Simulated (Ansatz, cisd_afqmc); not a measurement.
Species: HBr, charge 1, doublet. HBr+ (parent SMILES Br, doublet).
B3LYP-D3(BJ)/def2-TZVP minimum from Ansatz (a program for electronic structure):
```xyz
2

Br     0.0000     0.0000    -0.0405
H      0.0000     0.0000     1.4192
```
Charge +1, spin multiplicity 2.

Total energies in aug-cc-pVDZ, 7 correlated electrons, 14 frozen orbitals. Radicals and triplets start from unrestricted determinants; spin-orbit coupling is neglected. Cores are frozen in correlated methods (noble-gas shells, and filled d and f shells in the p block). No relativity. AFQMC is phaseless with a CISD trial state; ± is one standard error, without the phaseless bias. Outlying blocks are dropped, and bars are widened where a walk drifts. Over all cases where full CI ran beside it in this data, AFQMC minus full CI had a median of +0.1 mEh and passed +0.4 mEh in a tenth of the cases. Spin-orbit terms, left out, reach several kcal/mol for Br and I, and more for heavier atoms. The spin of HBr+ (parent SMILES Br, doublet) was assumed, and the state is the lowest solution found for it.

```json
[
 {"method": "HF", "program": "Ansatz", "energy (Eh)": "-2572.57819", "minus CCSDTQ (mEh)": "125.44"},
 {"method": "MP2", "program": "Ansatz", "energy (Eh)": "-2572.68178", "minus CCSDTQ (mEh)": "21.84"},
 {"method": "CCSD", "program": "Ansatz", "energy (Eh)": "-2572.70073", "minus CCSDTQ (mEh)": "2.89"},
 {"method": "CCSD(T)", "program": "Ansatz", "energy (Eh)": "-2572.70309", "minus CCSDTQ (mEh)": "0.54"},
 {"method": "CCSDT(Q)", "program": "Ansatz", "energy (Eh)": "-2572.70361", "minus CCSDTQ (mEh)": "0.01"},
 {"method": "CCSDTQ", "program": "Ansatz", "energy (Eh)": "-2572.70362", "minus CCSDTQ (mEh)": "0.00"},
 {"method": "AFQMC/CISD", "program": "cisd_afqmc", "energy (Eh)": "-2572.7035 ± 0.0001", "minus CCSDTQ (mEh)": "0.1 ± 0.1"}
]
```

Rough core times of Ansatz's runs on a shared machine: CCSD(T) under 20 s, CCSDT(Q) under 20 s, CCSDTQ 3 min.
